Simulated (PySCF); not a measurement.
NMR data simulated for an unnamed compound:

¹H NMR (600 MHz, computed): δ 7.20 (m, 1H), 6.80 (m, 1H), 5.97 (m, 1H).

¹³C{¹H} NMR (computed): δ 167.5 (C), 146.1 (C), 120.3 (CH), 115.0 (CH), 92.2 (CH).

PySCF 2.14 calculation with shieldings: GIAO PBE0/pcSseg-1 and structure optimised with GFN2-xTB; one conformer, in vacuum, one averaged value for each set of equivalent atoms, non-relativistic.

Chemical shifts δ = σref − σ; ¹H (31.72 ppm), ¹³C (186.93 ppm) vs TMS, all at this level.

**Question.** Which of these does the molecule contain: an aldehyde, an amide, a CF3 group, a heteroaromatic ring?

**Answer.** 
- An aldehyde: no.
- An amide: no.
- A CF3 group: no.
- A heteroaromatic ring: yes.

The data belong to SMILES Fc1ccc(C(F)F)o1, C₅H₃F₃O; they needn't prove each group on their own.

Carbon signals by region: 1 in the far downfield region (above 160 ppm), 3 in the sp2 and nitrile region (100–160 ppm), 1 at 50–100 ppm. Above 160 ppm: 167.5, aromatic carbon bearing fluorine.

Splittings by ¹⁹F in the carbon and heteronuclear signals aren't shown, as no couplings were computed. Shifts are as computed. Against solution values, carbons near 30 ppm lie about +3 ppm off and those near 130 ppm about +5 ppm. Of 1211 compounds with measured shifts, 218 miss one by over three times the rms of a fit or turn the order of signals round; such compounds aren't used in these exercises. Multiplicities follow the n + 1 count of equivalent neighbours, as no J values were calculated; m marks all less simple cases, F and P coupling included.
